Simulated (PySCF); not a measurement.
Geometry:
```csv
atom,x (Å),y (Å),z (Å)
C1,0.955,-0.576,-1.894
C2,0.884,-0.288,-0.601
C3,2.120,-0.402,0.246
C4,-0.381,0.127,0.090
Si5,-0.068,1.477,1.411
Si6,-1.697,0.806,-1.125
Si7,-1.100,-1.435,0.933
H8,1.880,-0.891,-2.350
H9,0.107,-0.514,-2.553
H10,1.914,-0.958,1.159
H11,2.915,-0.907,-0.298
H12,2.478,0.588,0.531
H13,0.660,2.597,0.805
H14,-1.349,1.962,1.926
H15,0.704,0.983,2.555
H16,-2.260,-0.231,-1.995
H17,-1.104,1.863,-1.947
H18,-2.817,1.362,-0.360
H19,-0.193,-1.941,1.970
H20,-1.278,-2.487,-0.069
H21,-2.382,-1.120,1.565
```

Calculated, not measured (PySCF 2.14.0 with density-fitted response routines): geometry: GFN2-xTB, NMR shieldings at PBE0/pcSseg-1/GIAO. Equivalent nuclei averaged, no solvent model, a single conformation, relativity neglected.

Predict the 2D correlation tables (HSQC, COSY, HMBC).

## Answers



HSQC (one-bond C–H):
```
                δH          δC
         5.26 (H8)  118.4 (C1)
         4.95 (H9)  118.4 (C1)
2.04 (H10/H11/H12)   27.7 (C3)
```

COSY cross peaks (H two or three bonds apart, from the bond graph; peaks can be absent where the dihedral angle is near 90°):
```
       δH         δH
5.26 (H8)  4.95 (H9)
```

HMBC (two and three bonds, from the bond graph):
```
                                        δH                                δC
                                 5.26 (H8)   154.9 (C2), 27.7 (C3), 5.7 (C4)
                                 4.95 (H9)   154.9 (C2), 27.7 (C3), 5.7 (C4)
4.10 (H13/H14/H15/H16/H17/H18/H19/H20/H21)              154.9 (C2), 5.7 (C4)
                        2.04 (H10/H11/H12)  154.9 (C2), 118.4 (C1), 5.7 (C4)
```

Chemical shifts δ = σref − σ; ¹H (σ = 31.72 ppm), ¹³C (σ = 186.93 ppm) vs TMS, all at this level.

Short H···H contacts in this conformer between protons four or more bonds apart (candidates for NOE cross peaks, intensity ∝ r⁻⁶): H8···H11 2.30 Å, H9···H16 2.45 Å, H10···H19 2.46 Å.

Shifts are as computed. Against solution values, carbons near 30 ppm lie about +3 ppm off and those near 130 ppm about +5 ppm. Of 1211 compounds with measured shifts, 218 miss one by over three times the rms of a fit or turn the order of signals round; such compounds aren't used in these exercises.
